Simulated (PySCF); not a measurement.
A calculated (B3LYP, PySCF 2.14, aug-cc-pVTZ, the non-relativistic Hamiltonian (point nucleus)) atom or ion has these occupied shells.

```
shell  electrons  orbital energy (eV)  rms radius, mean of both spins (bohr)
 1s α          1              -597.10                                  0.231
 1s β          1              -596.03                                  0.231
 2s α          1              -82.607                                   1.07
 2s β          1              -79.727                                   1.07
 2p α          1              -69.294                                   1.01
```

(1) Name the element and its charge.

## Answers

(1) O³⁺ (oxygen, charge +3), in [He] 2s2 2p1, 2P determinant.
